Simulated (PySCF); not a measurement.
**Computed properties of Al(OH)(OMe)(SH) (CH5AlO2S), SMILES C[O][Al]([OH])[SH]**

Al(OH)(OMe)(SH) (CH5AlO2S), SMILES C[O][Al]([OH])[SH]. Coordinates come from a r2SCAN-D4/def2-SVP optimisation. The structure was generated by enumeration; whether it is a known compound was not checked. The values are those of a single conformer. All values are computed for the isolated molecule unless a solvent is named; none is compared with measurement here.

**Structure.** The optimised structure has Cs symmetry. All 24 harmonic modes at r2SCAN-D4/def2-SVP (PySCF) are real, so it is a minimum. With heavy atoms numbered as in [Al:1]([OH:2])([O:4][CH3:5])[SH:9], the shortest bond between them is O4–C5 at 1.396 Å and the longest Al1–S9 at 2.178 Å.

**Vibrations.** The strongest infrared lines (harmonic, unscaled, degenerate partners summed) lie at 1246 cm⁻¹ (341 km/mol, O 55 %, C 31 %, H 10 %), 733 cm⁻¹ (168 km/mol, Al 49 %, O 21 %, C 16 %, H 12 %), 550 cm⁻¹ (164 km/mol, H 68 %, O 29 %). The softest mode is at 51 cm⁻¹ and the zero-point energy is 40.7 kcal/mol.

**Electronic structure.** CAM-B3LYP/def2-TZVP (PySCF) places the frontier levels at -8.92 and 0.47 eV, a gap of 9.39 eV, and gives a dipole moment of 1.47 D and a mean polarisability of 59.8 bohr³. PBE/def2-TZVP (PySCF) at the same geometry gives -6.35 and -1.26 eV, so its gap is 4.30 eV narrower. An orbital gap is neither the optical nor the fundamental gap.

**Excitations.** TDA-CAM-B3LYP/def2-SVPD (PySCF) has S1 at 5.86 eV (212 nm, f = 0.049, weak); the most intense of the 10 singlets computed lies at 7.73 eV (f = 0.09). T1 (TDA) is at 5.54 eV, 0.32 eV under S1. TDA-PBE/def2-SVPD (PySCF) puts S1 at 4.98 eV. No vertical singlet excitation falls in the visible range (under 3.1 eV).

**NMR.** GIAO shifts at HF/pcSseg-1 (PySCF) (non-relativistic, atoms alike by connectivity averaged): ¹³C at 50.7 ppm against TMS; ¹H from 0.7 to 3.9 ppm against TMS.
